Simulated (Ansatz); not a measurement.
Consider the formal hydrolysis of a B–S bond: `FB(F)S` + H₂O → `OB(F)F` + H₂S.

Program: Ansatz. Geometries: PBE0-D4/def2-TZVP. ΔE: electronic, gas phase. CBS: def2 TZ/QZ extrapolation, frozen cores. Functionals use def2-TZVPP. One conformer a species, not always the lowest.

`FB(F)S`:

Z-matrix (Å, degrees):
```
B
F 1 1.318
S 1 1.800 2 119.2
F 1 1.319 2 118.3 3 -180.0
H 3 1.342 1 94.6 2 -180.0
```

H₂O:

```xyz
3

O    -0.013    0.257   -0.292
H     0.580    0.260    0.463
H    -0.567   -0.517   -0.171
```

`OB(F)F`:

```xyz
5

O    -0.221   -0.584   -0.802
B     0.185    0.007    0.336
F     0.927   -0.669    1.189
F    -0.136    1.260    0.637
H    -0.756   -0.014   -1.360
```

H₂S:

```xyz
3

S    -0.136    0.501    0.338
H    -0.540   -0.778    0.367
H     0.676    0.277   -0.705
```

```json
{"level": "PBE-D4", "ΔE (kcal/mol)": "-14.2"}
{"level": "CAM-B3LYP", "ΔE (kcal/mol)": "-18.6"}
{"level": "RPA@PBE/def2-TZVPP", "ΔE (kcal/mol)": "-16.8"}
{"level": "SCS-MP2/def2-TZVPP", "ΔE (kcal/mol)": "-17.1"}
```

(1) What does CCSD(T)/CBS give? (An estimate is asked.)

Largest T1 diagnostic among the species: 0.013.

Answers

(1) The calculation gave: -16.4 kcal/mol. The listed levels differ from it by 2.2, -2.2, -0.4, -0.7 kcal/mol.

The D4 term adds +0.7 kcal/mol with B3LYP and +0.4 kcal/mol with PBE0; it sums over pairs of atoms, weighted by their polarisabilities, and B3LYP, whose exchange is more repulsive, gets the larger term. Leaving LDA and LC-ωPBE aside and taking each functional with its dispersion term where it has one, the values, not all of them listed here, spread over 4.9 kcal/mol, from BHLYP-D4 to revPBE-D4. LDA lies −1.4 kcal/mol from PBE without D4.

B3LYP here is the variant with VWN-RPA as its local correlation; programs differ in this.
